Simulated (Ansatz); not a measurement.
Pb2O5H6, a hydroxylated oxide cluster. Total charge 0; singlet. Geometry r2SCAN-D4/def2-SVP.

```xyz
13

Pb   -0.887    1.418    0.510
Pb    0.765   -0.885   -1.308
O    -0.579   -2.793   -0.032
O    -1.452   -0.538   -1.133
O     0.552    1.433   -1.265
O     0.426   -0.488    0.916
O     1.129    2.000    1.286
H    -1.313   -2.221   -0.355
H    -0.305   -2.303    0.769
H    -1.905   -0.253   -1.940
H     1.274    1.857   -0.755
H     1.095    0.126    1.309
H     1.202    2.646    2.001
```

In the def2 sets Pb takes a core potential; there is no spin–orbit coupling.

Task: Estimate the orbital energies around the gap (eV) in Ansatz with PBE-D4/def2-TZVPD, BLYP-D4/def2-TZVP, PBE0-D4/def2-TZVPD, BHLYP-D4/def2-TZVPD, ωB97X-V/def2-TZVP.

Result: 
```tsv
orbital	PBE-D4/def2-TZVPD	BLYP-D4/def2-TZVP	PBE0-D4/def2-TZVPD	BHLYP-D4/def2-TZVPD	ωB97X-V/def2-TZVP
HOMO−9	-8.71	-8.51	-10.21	-11.66	-12.57
HOMO−8	-8.11	-7.89	-9.75	-11.35	-12.27
HOMO−7	-7.87	-7.65	-9.39	-10.86	-11.83
HOMO−6	-7.42	-7.21	-8.93	-10.45	-11.35
HOMO−5	-7.17	-6.95	-8.72	-10.21	-11.11
HOMO−4	-7.04	-6.82	-8.61	-10.11	-11.03
HOMO−3	-6.60	-6.40	-8.17	-9.71	-10.56
HOMO−2	-6.49	-6.29	-7.82	-9.10	-10.05
HOMO−1	-6.01	-5.79	-7.52	-9.03	-9.91
HOMO	-5.96	-5.75	-7.17	-8.31	-9.29
LUMO	-1.91	-1.80	-1.23	-0.63	0.58
LUMO+1	-1.62	-1.49	-0.93	-0.33	0.90
LUMO+2	-0.96	-0.78	-0.29	0.19	1.55
LUMO+3	-0.82	-0.66	-0.17	0.32	1.68
LUMO+4	-0.63	-0.40	0.02	0.50	1.89
LUMO+5	-0.37	-0.13	0.17	0.56	2.14
```
